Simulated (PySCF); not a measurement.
Gas-phase reaction: 3 SnH4 + 2 C4H10 (n-butane) + 2 C2H2 (acetylene) = 3 Sn(CH3)4

Computed with PySCF (xtb for GFN2) and rigid-rotor harmonic-oscillator thermochemistry at 1 bar. S°(298 K) at PBE0/def2-TZVP differs from the NASA 1993 table for C4H10 (n-butane) (-9 J/mol/K); whether the harmonic model or the table's entry is off was not settled. † marks an energy on the PBE0/def2-TZVP geometry and frequencies; other levels use their own. CCSD(T) freezes the core. All species are closed-shell singlets. Sn: scalar-relativistic def2 core potential, no spin-orbit coupling. CCSD(T) isn't extrapolated to the basis-set limit. The harmonic model lacks anharmonicity and excited electronic states, which grow with temperature; levels with a mode under 35 cm⁻¹ are left out. Internal rotation in C4H10 (n-butane), Sn(CH3)4 is treated as a harmonic vibration of one conformer, which makes the entropy rough.

```json
[
 {"level": "BLYP/def2-TZVP†", "ΔE electronic, kJ": "-694", "ΔH°(298 K), kJ": "-599", "ΔS°(298 K), J/K": "-454", "ΔG°(2500 K), kJ": "405"},
 {"level": "CCSD(T)/def2-SVP†", "ΔE electronic, kJ": "-671", "ΔH°(298 K), kJ": "-576", "ΔS°(298 K), J/K": "-454", "ΔG°(2500 K), kJ": "428"},
 {"level": "GFN2-xTB", "ΔE electronic, kJ": "-141", "ΔH°(298 K), kJ": "-45", "ΔS°(298 K), J/K": "-422", "ΔG°(2500 K), kJ": "882"},
 {"level": "M06-2X/def2-TZVP†", "ΔE electronic, kJ": "-865", "ΔH°(298 K), kJ": "-770", "ΔS°(298 K), J/K": "-454", "ΔG°(2500 K), kJ": "234"},
 {"level": "PBE0/def2-TZVP", "ΔE electronic, kJ": "-827", "ΔH°(298 K), kJ": "-732", "ΔS°(298 K), J/K": "-454", "ΔG°(2500 K), kJ": "272"},
 {"level": "ωB97M-V/def2-TZVP†", "ΔE electronic, kJ": "-805", "ΔH°(298 K), kJ": "-709", "ΔS°(298 K), J/K": "-454", "ΔG°(2500 K), kJ": "295"},
 {"level": "ωB97X-V/def2-TZVP†", "ΔE electronic, kJ": "-821", "ΔH°(298 K), kJ": "-726", "ΔS°(298 K), J/K": "-454", "ΔG°(2500 K), kJ": "278"}
]
```
ΔH° is lowest at M06-2X/def2-TZVP† and highest at GFN2-xTB. No reference value is set beside these.
